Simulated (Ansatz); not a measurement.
A CCSD(T) single point on C4H8Ge, SMILES `C#[C][GeH]([CH3])[CH3]`.

```yaml
crystal:
  periodic: [false, false, false]
  atoms:
    - {symbol: C, position_ang: [-2.164827, 1.947508, 0.146890]}
    - {symbol: C, position_ang: [-1.169856, 1.296713, -0.056608]}
    - {symbol: Ge, position_ang: [0.394485, 0.239614, -0.357149]}
    - {symbol: C, position_ang: [1.281566, -0.039207, 1.355875]}
    - {symbol: C, position_ang: [-0.153589, -1.445245, -1.169532]}
    - {symbol: H, position_ang: [-3.042518, 2.525594, 0.324124]}
    - {symbol: H, position_ang: [1.301578, 1.035154, -1.315580]}
    - {symbol: H, position_ang: [1.550252, 0.917480, 1.804394]}
    - {symbol: H, position_ang: [2.188391, -0.630413, 1.218682]}
    - {symbol: H, position_ang: [0.615267, -0.569615, 2.037485]}
    - {symbol: H, position_ang: [-0.824737, -1.981171, -0.497055]}
    - {symbol: H, position_ang: [-0.674619, -1.261719, -2.109457]}
    - {symbol: H, position_ang: [0.719204, -2.069593, -1.367269]}
basis:
  gaussian: {orbitals: def2-TZVPP}
correlation: {method: ccsd_t}
```

```sh
$ ansatz run in.yaml --threads 2 --pin off --events-out ev --progress --plain --max-ram 32768MiB --backend cuda --devices 0, --max-vram 18GiB
```

Output of Ansatz, abridged:

```
Functional definition: HF
1678 factors; integrals over basis functions are off by at most 1.1e-3 eV
mean field evaluation 1: about -60718.1195 eV, gradient 4.0e1 eV
mean field evaluation 2: about -60718.3639 eV, gradient 4.0e1 eV
mean field evaluation 4: about -60722.4894 eV, gradient 4.3e0 eV
mean field evaluation 8: about -60722.5401 eV, gradient 1.8e-1 eV
mean field evaluation 16: about -60722.5406 eV, gradient 2.7e-6 eV
mean field -60722.54063402 eV, -2231.5122090839 hartree, gradient 2.7e-6 eV, S^2 0.000000; 0 other end points of the search recorded, 0 dependent functions left out
13 core orbitals not correlated: weight in the atoms' cores, before any rotation towards them, 1.000 or more for the frozen orbitals, at most 0.000 for the correlated occupied ones
reference -60722.54063402 eV, -2231.5122090839 hartree; 19, 19 occupied and 252, 252 virtual orbitals, 1678 factors
second order -25.01389576 eV of doubles, -0.00000000 eV of singles
cycle   1  -25.18137328 eV  change   -1.7e-1 eV  update   1.1e-1
cycle   2  -25.91393292 eV  change   -7.3e-1 eV  update   3.3e-2
cycle   3  -26.03313314 eV  change   -1.2e-1 eV  update   1.5e-2
cycle   4  -26.03290503 eV  change    2.3e-4 eV  update   4.0e-3
cycle   5  -26.03486424 eV  change   -2.0e-3 eV  update   1.5e-3
cycle   6  -26.03529076 eV  change   -4.3e-4 eV  update   4.2e-4
cycle   7  -26.03540672 eV  change   -1.2e-4 eV  update   1.3e-4
cycle   8  -26.03546436 eV  change   -5.8e-5 eV  update   3.4e-5
cycle   9  -26.03547610 eV  change   -1.2e-5 eV  update   1.0e-5
perturbative correction -1.13703304 eV, -0.0417851935 hartree
Total energy: -60749.71314316 eV, -2232.5107803765 hartree
```

Run time 25 s (2 threads of an AMD EPYC 7R13 on a shared host and a share of an NVIDIA H100 80 GB); peak host memory 0.83 GiB.

Correlation energy per correlated electron: -0.715 eV. T1 diagnostic: 0.0110.
